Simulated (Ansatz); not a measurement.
## TiO₂: state-averaged CASSCF

Program: Ansatz, Gaussian basis, development build. State-averaged CASSCF with equal weights; occupations are averaged over the states; levels count from the state that is lowest in CASSCF. The basis is small, far from the limit. Solutions may break the symmetry of the shape. Lower solutions, or ones in other orbitals, may exist. CASSCF levels without dynamic correlation can be off by over 1 eV.

Geometry:

```xyz
3

O     0.0000    0.9227    1.3679
Ti    0.0000    0.0000    0.0000
O     0.0000    0.9227   -1.3679
```

Basis def2-SVP, nonrelativistic, 7 orbitals frozen in the corrections; active space CAS(12,9). Averaged: 2 singlets.

CASSCF levels: singlet 0.00, singlet 1.92 eV.

(1) How does SC-NEVPT2 move them?

## Answers

(1) singlet 0.00, singlet 2.39 eV, in the same order of listing. The lowest state stays.
